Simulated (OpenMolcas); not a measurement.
## Mn3+, Tc3+, Re3+: d⁴ down the group

| Quantity | Value |
| --- | --- |
| Program | OpenMolcas |
| Method | CASSCF |
| Basis | ANO-RCC-VQZP |
| Scalar Hamiltonian | DKH2, point nucleus |
| Spin-orbit coupling | state interaction with AMFI integrals over the reference wave functions, term energies averaged over their components |

Active space for each ion: 4 electrons in 5 orbitals (d).

Computed levels in cm-1 above ⁵D₀:

```csv
Level,Mn3+,Tc3+,Re3+
⁵D₁,98.9,316,2534
⁵D₂,293,883,5265
⁵D₃,574,1635,7772
⁵D₄,936,2521,9945
³H₄,23825,18195,19257
³H₅,24030,18914,23307
³H₆,24262,19579,25276
³P₀(1),25694,18406,17838
³P₁(1),26280,20143,23934
weight of ⁵D in the lowest level (%),100,99,78
```

Mixed levels, with the weight of the term that names them: Re3+ ³H₄ (63 %), Re3+ ³P₀(1) (66 %).

Measured, with the error of the calculation in %. Measured levels: Mn3+ from Corliss and Sugar, J. Phys. Chem. Ref. Data 6, 1253 (1977); Re3+ from the list in Brasseur, Gamrath and Quinet, At. Data Nucl. Data Tables 157, 101636 (2024).

| Level | Mn3+ | Re3+ |
| --- | --- | --- |
| ⁵D₁ | 99.0 (-0.1) | 3084 (-17.8) |
| ⁵D₂ | 287 (+2.1) | 5979 (-11.9) |
| ⁵D₃ | 552 (+4.0) | 8350 (-6.9) |
| ⁵D₄ | 886 (+5.6) | 10121 (-1.7) |
| ³H₄ | 21281 (+12.0) | 16946 (+13.6) |
| ³H₅ | 21475 (+11.9) | 20930 (+11.4) |
| ³H₆ | 21679 (+11.9) | 22896 (+10.4) |
| ³P₀(1) | 20654 (+24.4) |  |
| ³P₁(1) | 21279 (+23.5) | 19340 (+23.8) |

The fine-structure level ⁵D₄ changes by a factor of 10.6 from Mn3+ to Re3+.

Without spin-orbit coupling ³H lies 23512, 17529, 16442 cm-1 above ⁵D in that order; the difference to the level ³H₄, of either sign, comes from spin-orbit coupling, which also lowers the zero.

Without dynamic correlation excited terms often stand tens of per cent too high (terms of higher spin than the ground term too low), and those without a measured partner can miss by more than the paired ones. Some levels mix across a computed gap that differs much from the measured one, so their mixing is not that of the real levels (holds for Re3+). Computed and measured levels are paired by configuration, term and J; levels that our copy of the source lacks, or whose pairing is in doubt (as where it misses far off the trend of its configuration), stay unpaired and out of the deviations. Only configurations of the active space appear.

A number in round brackets counts repeated terms of one configuration in the order of the reference energies.
